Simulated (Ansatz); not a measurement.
An input meant for the cluster Cs3F2 (charge 0, doublet; atoms displaced at random, 0.15 Å in each coordinate).

```yaml
crystal:
  periodic: [false, false, false]
  atoms:
    - {symbol: Cs, position_ang: [-0.831779, -2.066686, -0.180284]}
    - {symbol: Cs, position_ang: [-0.896271, 2.043647, 0.160848]}
    - {symbol: Cs, position_ang: [3.612242, 0.123000, 0.315914]}
    - {symbol: F, position_ang: [-2.508466, -0.044896, -0.393970]}
    - {symbol: F, position_ang: [0.920013, 0.018902, -0.035791]}
basis:
  gaussian: {orbitals: def2-TZVPP, final_grid: {core_spheres: 1, valence_spheres: 1, degree: 3}}
magnetization: {spin_polarized: true, initial_magnetization: 1}
hamiltonian: {xc: {name: r2SCAN}}
scf: {lower_state_search: off}
```

```sh
$ ansatz run in.yaml --threads 4 --pin off --events-out ev --progress --plain --max-ram 3916MiB
```

Shortened log:

```
Functional definition: r2SCAN
1032 factors; their error is unknown
mean field evaluation 1: about -7074.6718 eV, gradient 5.4e1 eV
mean field evaluation 2: about -6308.1233 eV, gradient 1.9e2 eV
mean field evaluation 4: about -7080.4313 eV, gradient 3.6e1 eV
mean field evaluation 8: about -7085.1828 eV, gradient 4.6e-1 eV
mean field evaluation 16: about -7571.9370 eV, gradient 1.9e1 eV
a density is far from that of the atoms, so the factors are made again for it
1241 factors; integrals over basis functions are off by at most 7.6e-4 eV
mean field evaluation 32: about -6904.6944 eV, gradient 1.5e2 eV
mean field -7594.45047621 eV, -279.0909072974 hartree, gradient 2.4e-6 eV, S^2 2.838435; 0 other end points of the search recorded, 0 dependent functions left out
reference -7594.45082564 eV, -279.0909201387 hartree; 23, 22 occupied and 147, 148 virtual orbitals, 1241 factors
Total energy: -7594.45082564 eV, -279.0909201387 hartree
Checks for a lower state left out: stability, starts, cluster_reference, orbital_swaps, neighbouring_geometries, increment
```

In this input the integration grid is far too coarse. Self-consistency was reached. The result belongs to that input, not to the species as meant.

In the def2 sets Cs takes a core potential; there is no spin–orbit coupling. The charge 0 doublet is spin-contaminated (final ⟨S²⟩ up to 2.84, 0.75 for a pure state).
